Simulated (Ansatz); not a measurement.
`[Cl][GeH2][I]` + H₂S → `[SH][GeH2][Cl]` + HI at 700 K and 1 bar (ligand exchange at a Ge–I bond).

Computed with Ansatz on PBE0-D4/def2-TZVP structures; ΔE is electronic, products minus reactants. CCSD(T)/CBS adds triple-zeta CCSD(T) − MP2 to the extrapolated MP2 energy (def2 sets, frozen cores). This one scheme is used for every species. Elements past krypton have def2 core potentials. For Ge, I outer-core shells are correlated without core-valence functions, which leaves a few kJ/mol of doubt a bond. Scalar relativity is left out up to krypton. Each species was taken in one conformer, which may not be the lowest.

```csv
species,CCSD(T)/CBS energy (Eh),H − E (kJ/mol),S (J/(mol·K))
`[Cl][GeH2][I]`,-2834.60434,95.1,395.0
H₂S,-398.97279,64.8,236.9
`[SH][GeH2][Cl]`,-2935.52817,124.6,398.0
HI,-298.03592,34.6,231.7
```

H − E and S are ideal-gas, rigid-rotor, harmonic terms from PBE0-D4/def2-TZVP, for one conformer and one mirror image of each species. 1 Eh = 2625.50 kJ/mol, R = 8.31446 J/(mol·K).

Task: By hand: ΔE, ΔH, ΔS and ΔG.

Result: ΔE = (-2935.52817) + (-298.03592) − (-2834.60434) − (-398.97279) = 0.01304 Eh = 34.2 kJ/mol. Δ(H − E) = 124.6 + 34.6 − 95.1 − 64.8 = -0.7, so ΔH = 33.5 kJ/mol. ΔS = 398.0 + 231.7 − 395.0 − 236.9 = -2.2 J/(mol·K). ΔG = 33.5 − 700 × (-2.2)/1000 = 35.0 kJ/mol.

Task: By hand: the equilibrium constant, and the temperature at which ΔG would vanish if ΔH and ΔS stayed fixed.

Result: log₁₀ K = −ΔG/(RT ln 10) = -2.6. ΔH and −TΔS have one sign here, so there is no such temperature.

The number of gas molecules stays the same, so ΔS is small and ΔH decides. A doubt of 5 kJ/mol in ΔE shifts log₁₀ K by 0.4 here. Other conformers and mirror images would add mixing entropy, several J/(mol·K) or more a flexible species. These are equilibria of isolated gas molecules and say nothing of rates. Largest T1 diagnostic: 0.010 (customary marks: 0.02 for closed shells, 0.045 for open ones).

ΔS is within the doubt of such terms, so its sign, and with it that verdict, could turn.
